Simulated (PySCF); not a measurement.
Excitation energy of Er⁺ by level of theory

Er⁺ [Xe] 4f12 6s1 (high-spin determinant) → Er⁺ [Xe] 4f11 6s2 (high-spin determinant), as a difference of total energies. All numbers are calculated (PySCF 2.14, scalar relativity by spin-free X2C-1e, in cc-pVDZ-X2C (8s7p5d3f1g, 84 functions)). Correlated levels: valence: [Kr] 4d10 frozen. The calculations carry no spin-orbit coupling.

```tsv
method	excitation energy (eV)
UHF	-1.765
MP2 (valence)	1.536
SCS-MP2 (valence)	0.985
CCSD (valence)	0.165
CCSD(T) (valence)	0.251
```

Problem. How much does correlation contribute at CCSD(T) (valence)?

Solution. 0.251 − (-1.765) = 2.016 eV, measured against UHF.

A first-order spin-orbit estimate (lowest level to lowest level, LS coupling) adds -0.212 eV.

The determinant of the lower state and of the upper state mixes LS terms, which raises its energy above the lowest term, most at the Hartree-Fock and MP2 levels.
